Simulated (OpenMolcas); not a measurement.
**Co2+: effect of the basis set**

| Property | Result |
| --- | --- |
| Program | OpenMolcas 26.06 |
| Method | SS-CASPT2, IPEA 0.25 Eh, imaginary shift 0.1 Eh (closed shells correlated: 3s 3p) |
| Active space | 7 electrons in 6 orbitals (3d 4s) |
| State averaging | 2S+1 = 4 even, 50 roots; 2S+1 = 6 even, 5 roots kept (CI in the orbitals of an earlier block); 2S+1 = 2 even, 110 roots kept (CI in the orbitals of an earlier block) |
| Spin-orbit coupling | RASSI with atomic mean-field integrals over the reference wave functions, term energies averaged over their components |

A. ANO-RCC-VTZP [6s5p3d2f1g], DKH2, point nucleus; CASPT2 step of the order of 40 core-seconds
B. ANO-R2 [7s5p4d2f1g], X2C, finite nucleus; CASPT2 step about 50 core-seconds
C. ANO-RCC-VQZP [7s6p4d3f2g1h], DKH2, point nucleus; CASPT2 step about 100 core-seconds
D. ANO-R3 [8s5p5d3f2g1h], X2C, finite nucleus; CASPT2 step of the order of 110 core-seconds

Energies in cm⁻¹ above 3d⁷ ⁴F_9/2, the measured ground level; measured values from Sugar and Corliss, J. Phys. Chem. Ref. Data 10, 1097 (1981).

| Level | A | B | C | D | Measured |
| --- | --- | --- | --- | --- | --- |
| 3d⁷ ⁴F_9/2 | 0.0 | 0.0 | 0.0 | 0.0 | 0.0 |
| 3d⁷ ⁴F_7/2 | 936 | 894 | 890 | 901 | 841 |
| 3d⁷ ⁴F_5/2 | 1615 | 1545 | 1538 | 1555 | 1451 |
| 3d⁷ ⁴F_3/2 | 2080 | 1989 | 1980 | 2000 | 1867 |
| 3d⁷ ⁴P_5/2 | 15210 | 15300 | 15190 | 15120 | 15202 |
| 3d⁷ ⁴P_3/2 | 15400 | 15500 | 15370 | 15300 | 15428 |
| 3d⁷ ⁴P_1/2 | 15910 | 15980 | 15860 | 15800 | 15811 |
| 3d⁷ ²G_9/2 | 16640 | 16730 | 16380 | 16260 | 16978 |
| 3d⁷ ²G_7/2 | 17530 | 17580 | 17230 | 17120 | 17766 |
| 3d⁷ ²P_3/2 | 19460 | 19500 | 19250 | 19130 | 20195 |
| 3d⁷ ²P_1/2 | 20220 | 20220 | 19950 | 19840 |  |
| 3d⁷ ²D_5/2(1) | 22690 | 22770 | 22510 | 22340 | 23059 |
| 3d⁷ ²H_11/2 | 22700 | 22950 | 22530 | 22330 | 22720 |
| 3d⁷ ²H_9/2 | 23500 | 23710 | 23280 | 23100 | 23434 |
| 3d⁷ ²D_3/2(1) | 23990 | 23990 | 23730 | 23580 | 24237 |
| 3d⁷ ²F_5/2 | 36240 | 36500 | 36220 | 35990 | 37021 |
| 3d⁷ ²F_7/2 | 36650 | 36890 | 36600 | 36370 | 37316 |
| 3d⁶ 4s ⁶D_9/2 | 46720 | 41900 | 44000 | 42840 | 46438 |
| 3d⁶ 4s ⁶D_7/2 | 47270 | 42430 | 44530 | 43370 | 47003 |
| 3d⁶ 4s ⁶D_5/2 | 47680 | 42820 | 44920 | 43770 | 47415 |
| 3d⁶ 4s ⁶D_3/2 | 47970 | 43100 | 45190 | 44040 | 47699 |
| 3d⁶ 4s ⁶D_1/2 | 48140 | 43260 | 45350 | 44200 | 47865 |
| 3d⁶ 4s ⁴D_7/2(1) | 54450 | 50750 | 52200 | 51550 |  |
| 3d⁶ 4s ⁴D_5/2(1) | 55090 | 51370 | 52820 | 52170 | 56374 |

Deviations, from unrounded energies. A percentage is the sum of absolute deviations over the sum of measured energies, with the sign that they share, or ± where signs differ.

```json
{"Against measurement": "mean absolute deviation (cm-1)", "Levels": "21", "A": "320", "B": "1500", "C": "1000", "D": "1400"}
{"Against measurement": "fine structure of the ground term (%)", "Levels": "3", "A": "+11.3", "B": "+6.5", "C": "+6.0", "D": "+7.2"}
{"Against measurement": "other terms of the ground configuration (%)", "Levels": "12", "A": "±1.3", "B": "±1.3", "C": "±1.9", "D": "-2.5"}
{"Against measurement": "other configurations (%)", "Levels": "6", "A": "±0.9", "B": "-9.5", "C": "-5.5", "D": "-7.7"}
```

A lies closest to measurement on these levels and B furthest from it. The largest miss of A in the table is 3d⁶ 4s ⁴D_5/2(1), by -1300 cm-1. The ranking rests on the paired levels alone, and a cruder setting can come out closer through cancelling errors.

Among A to D the level of the table that moves most is 3d⁶ 4s ⁶D_1/2, by 4900 cm-1 (lowest in B, highest in A). Moves below CASPT2's spread within the term are not significant.

CASPT2 breaks the degeneracy within a term, and the mean is taken; among the terms shown or strongly mixed into the levels shown the widest spread is 510 cm-1 (3d⁷ ⁴F, A). Terms from blocks run as CI alone lack orbitals of their own. A single d shell beside an s shell can misplace configurations of different d count against each other. The CASPT2 spread within a term exceeds the gap to the next term for 3d⁷ ²H and 3d⁷ ²D(1), so the order of their levels is uncertain (figures for A; the like holds for B, C, D). Computed and measured levels are paired by configuration, term and J; levels that our copy of the source lacks, or whose pairing is in doubt (as where it misses far off the trend of its configuration), stay unpaired and out of the deviations. Levels of configurations outside the active space are missing. Levels that lie high or do not pair safely by name in every column are left out.

A number in round brackets counts repeated terms of one configuration in the order of the reference energies.
